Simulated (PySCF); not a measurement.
## Two structures, one formula

Two relaxed structures of BSiH3O2, closed shell (PBE0-D4/def2-TZVP; forces vanish, vibrations not checked).

A:

| atom | x (Å) | y (Å) | z (Å) |
| --- | --- | --- | --- |
| O1 | -0.1329 | 1.4413 | -1.4238 |
| Si2 | 0.9115 | 0.6123 | -0.4379 |
| B3 | -0.5680 | -0.4798 | 0.6061 |
| O4 | -0.3194 | -1.3897 | 1.5720 |
| H5 | -1.0734 | 1.2654 | -1.3144 |
| H6 | -1.7469 | -0.3233 | 0.3639 |
| H7 | 0.6150 | -1.5142 | 1.7650 |

B:

| atom | x (Å) | y (Å) | z (Å) |
| --- | --- | --- | --- |
| O1 | -1.1127 | 0.6492 | -1.1457 |
| Si2 | -0.0970 | 0.4648 | 0.1213 |
| B3 | 1.3421 | -0.7512 | 0.1162 |
| O4 | 0.1634 | -1.1761 | 0.6205 |
| H5 | -2.0160 | 0.9144 | -0.9639 |
| H6 | -0.5886 | 1.2580 | 1.2716 |
| H7 | 2.3762 | -1.3239 | -0.0216 |

Computed with PySCF 2.14 with density fitting (its default auxiliary sets; JK sets also for MP2 and CCSD(T)) (basis: def2-TZVPP); correlated methods freeze the cores. B3LYP uses VWN-RPA correlation.

**Question.** Which structure is lower at CCSD(T), and by how much? (Judge from chemistry; the value comes from the calculation.)

**Answer.** Computed: B, by 27.96 kcal/mol (electronic energy, against the other). By their contacts, A is BSiH₃O₂ ([OH][BH][Si][OH]) and B is BSiH₃O₂ ([OH][SiH]1[BH][O]1).

All methods give the same order:

| method | E(B) − E(A) (kcal/mol) |
| --- | --- |
| PBE-D4 | -27.41 |
| r2SCAN-D4 | -33.36 |
| PBE0-D4 | -28.97 |
| B3LYP-D4 | -27.04 |
| wB97M-V | -28.17 |
| HF | -27.33 |
| MP2 | -32.52 |
| CCSD | -27.38 |
| CCSD(T) | -27.96 |

The T1 diagnostic stays at or below 0.017. The restricted Hartree–Fock reference is unstable towards an unrestricted one at one or more of these structures.

Labels in which every atom is bracketed show which atoms are joined, not bond orders.

For scale, one of the runs: CCSD(T)/def2-TZVPP, 177 basis functions, launched by `OMP_NUM_THREADS=2 python run.py`. Time: 9.4 min of wall clock on 2 CPU threads of an Arm Neoverse N1; the host was shared. Peak host memory: 1.7 GiB.
